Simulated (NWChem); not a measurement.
C₂H₅NOSi; SMILES C[SiH2]N=C=O

```xyz
10

Si    -0.6355     1.0691     0.0011
C      0.8916     2.1616     0.0010
N     -0.1629    -0.6017     0.0001
C      0.1404    -1.7711    -0.0006
O      0.4428    -2.9153    -0.0013
H     -1.4738     1.3133    -1.2224
H     -1.4727     1.3121     1.2256
H      0.5968     3.2311     0.0016
H      1.5116     1.9726    -0.8981
H      1.5122     1.9718     0.8995
```
Atoms are numbered in this order, from 1.

Level: PBE-D3(BJ)/def2-SVP (NWChem), optimised geometry, unscaled harmonic frequencies. 

**Question.** List the harmonic frequencies with IR intensities, and the thermochemistry.

**Answer.** 
```csv
frequency (cm⁻¹),IR intensity (km/mol)
45,0.2
58,0.4
170,0.3
230,4.7
480,10.6
563,57.1
578,19.8
579,20.5
686,11.2
702,34.4
742,59.6
854,38.5
895,316.6
928,133.2
1219,21.6
1379,4.1
1384,2.2
1476,23.6
2170,135.9
2171,128.7
2413,1247.7
2981,1.1
3082,2.2
3089,1.2
```

The zero-point energy comes out as 41.3 kcal/mol. The thermal correction to the enthalpy at 298.15 K (with zero-point energy) is 46.2 kcal/mol and the heat capacity Cv comes out as 22.6 cal/(mol K). The entropy at 298.15 K and 1 atm (symmetry number 1) comes out as 83.3 cal/(mol K) and the dipole moment comes out as 2.57 D.

Rigid rotor and harmonic oscillator; modes under 100 cm⁻¹ make the entropy uncertain.
